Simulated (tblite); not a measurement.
Compound: C7H3FNO (doublet state).
SMILES: `c12[c]cccc2c(F)no1`

Computed values, GFN2-xTB/tblite, gas phase, harmonic and unscaled. This tight-binding method is rough: wavenumbers can miss measured ones by several per cent, in bad cases by 10 to 20. Open shells enter through the occupations alone, without spin polarisation, and single modes of such species can be off by tens of per cent.

Harmonic wavenumbers (cm⁻¹): 154.1, 199.5, 239.9, 355.7, 424.2, 480.3, 513.1, 524.0, 554.6, 617.9, 685.6, 709.4, 767.0, 783.6, 840.6, 864.7, 897.4, 1050.5, 1062.5, 1087.3, 1153.9, 1179.6, 1216.9, 1294.4, 1335.0, 1386.7, 1451.3, 1527.6, 1581.4, 1624.1, 3084.9, 3089.0, 3098.7.

A = 2909, B = 1272, C = 885.1 MHz; mass 136.020 u (most abundant isotopes); point group Cs, symmetry number 1; spin multiplicity 2.

Task: Zero-point energy?

Result: ½Σν̃ = 17918 cm⁻¹ = 214.34 kJ/mol.

Task: Entropy at 350 K, 1 bar (ideal gas, RRHO, classical rotation)?

Result: Translation 173.46, rotation 123.23, vibration 72.13, spin (R ln 2) 5.76: S = 374.6 J/(mol K).

Task: And Cp and H(350 K) − H(0)?

Result: Cp = 140.48 J/(mol K), of which vibrations give 107.23 (their classical limit is 33 R = 274.4); H(350 K) − H(0) = 27.51 kJ/mol without the zero-point energy, 15.87 from vibrations.

Task: What must be added to the electronic energy to get the Gibbs energy at 350 K and 1 bar?

Result: ZPE + [H(350 K) − H(0)] − T·S = 214.34 + 27.51 − 131.10 = 110.75 kJ/mol.

Task: Which modes carry the vibrational entropy at 350 K?

Result: 154.1 cm⁻¹: 12.25; 199.5 cm⁻¹: 10.19; 239.9 cm⁻¹: 8.76; 355.7 cm⁻¹: 5.86; 424.2 cm⁻¹: 4.67; 480.3 cm⁻¹: 3.89 J/(mol K); the other 27 give 26.51 together.

Task: How do the functions run with temperature in this model?

Result: 
```json
{"T (K)": "150", "S (J/(mol K))": "291.0", "Cp (J/(mol K))": "66.4", "H − H(0) (kJ/mol)": "6.74", "G − H(0) (kJ/mol)": "-36.91", "ln q(vib)": "0.61"}
{"T (K)": "250", "S (J/(mol K))": "333.6", "Cp (J/(mol K))": "104.2", "H − H(0) (kJ/mol)": "15.24", "G − H(0) (kJ/mol)": "-68.17", "ln q(vib)": "1.76"}
{"T (K)": "298.15", "S (J/(mol K))": "353.5", "Cp (J/(mol K))": "122.2", "H − H(0) (kJ/mol)": "20.70", "G − H(0) (kJ/mol)": "-84.71", "ln q(vib)": "2.44"}
{"T (K)": "400", "S (J/(mol K))": "394.4", "Cp (J/(mol K))": "156.5", "H − H(0) (kJ/mol)": "34.95", "G − H(0) (kJ/mol)": "-122.82", "ln q(vib)": "4.02"}
{"T (K)": "600", "S (J/(mol K))": "467.8", "Cp (J/(mol K))": "204.9", "H − H(0) (kJ/mol)": "71.49", "G − H(0) (kJ/mol)": "-209.21", "ln q(vib)": "7.40"}
{"T (K)": "900", "S (J/(mol K))": "559.3", "Cp (J/(mol K))": "244.6", "H − H(0) (kJ/mol)": "139.60", "G − H(0) (kJ/mol)": "-363.81", "ln q(vib)": "12.46"}
```

q(vib) and H(0) count from the zero-point level.

Hindered rotation and anharmonicity are outside this model.
